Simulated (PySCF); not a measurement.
From one molecule to another.

First species: C6H10O2Si.
Z-matrix (Å and degrees, GFN2-xTB geometry), rows numbered from 1:
```
C 
C   1  1.3390
C   2  1.4610  1  120.17
O   3  1.2112  2  122.89  1   156.85
C   2  1.4564  1  126.29  3   177.40
Si  5  1.9207  2  118.82  1  -152.78
C   5  1.5496  2  113.75  1   133.56
O   7  1.4025  5  114.58  6  -120.43
C   8  1.4035  7  113.48  5   142.56
H   1  1.0765  2  121.73  3  -177.36
H   1  1.0770  2  121.54  3     0.86
H   3  1.1020  2  116.47  1   -20.34
H   5  1.0838  2  113.96  1    -1.53
H   6  1.4406  5  137.76  7   118.48
H   6  1.4703  5  104.31  7   -97.28
H   7  1.0931  5  113.56  6   110.39
H   9  1.0962  8  111.28  7    56.60
H   9  1.0975  8  110.57  7   -64.54
H   9  1.0890  8  106.73  7   176.04
```

Second species: C6H10O2Si.
Bonds: C1–C2, C2–C3 (triple), C3–Si4, Si4–O5, Si4–O6, Si4–C7, C7–C8, C8–C9, C7–C9. Hydrogens: H10, H11, H12 on C1; H13 on O5; H14 on O6; H15 on C7; H16, H17 on C8; H18, H19 on C9.

Levels: PBE0/pcSseg-1 for dipole moment, HOMO energy, LUMO energy and HOMO–LUMO gap; GFN2-xTB for rotational constant A and rotational constant C. Geometries: GFN2-xTB. Each species is one conformer at its optimised geometry, gas phase, non-relativistic unless stated; the electronic structure was computed with PySCF and density fitting.

Dipoles, sizes and rotational constants follow the conformer. The torsions of the flexible species, by atom-mapped SMILES:
- `[CH2:1]=[C:2]([CH:3]=[O:4])[C@@H:5]1[SiH2:6][C@@H:7]1[O:8][CH3:9]`: C1–C2–C3–O4 157°, C1–C2–C5–Si6 -153°, Si6–C7–O8–C9 64°
- `[CH3:1][C:2]#[C:3][Si:4]([OH:5])([OH:6])[CH:7]1[CH2:8][CH2:9]1`: C3–Si4–C7–C8 131°, H–O5–Si4–C3 -60°, H–O6–Si4–C3 -87°

```json
{"property": "dipole moment", "column X": "2.28 D", "column Y": "1.44 D"}
{"property": "HOMO energy", "column X": "-7.55 eV", "column Y": "-6.47 eV"}
{"property": "LUMO energy", "column X": "0.32 eV", "column Y": "-1.80 eV"}
{"property": "HOMO–LUMO gap", "column X": "7.87 eV", "column Y": "4.67 eV"}
{"property": "rotational constant A", "column X": "1.847 GHz", "column Y": "1.853 GHz"}
{"property": "rotational constant C", "column X": "0.694 GHz", "column Y": "1.134 GHz"}
```

Question: Which column belongs to which species?

Answer: Column X is the second species and column Y the first. The first has 19 atoms and 76 electrons, the second 19 and 76.

Question: How does each property change from the first species to the second?

Answer: dipole moment +0.84 D; HOMO energy -1.08 eV; LUMO energy +2.12 eV; HOMO–LUMO gap +3.20 eV; rotational constant A -0.006 GHz; rotational constant C -0.440 GHz.

On the first: The dipole matches unit charges of opposite sign 0.30 Å apart (1 e·Å = 4.8032 D).

On the second: In atomic units the dipole is 0.90 e·bohr (1 au = 2.5417 D). A dipole of 2.28 D is allowed in C1, and pure rotational transitions are dipole-allowed.
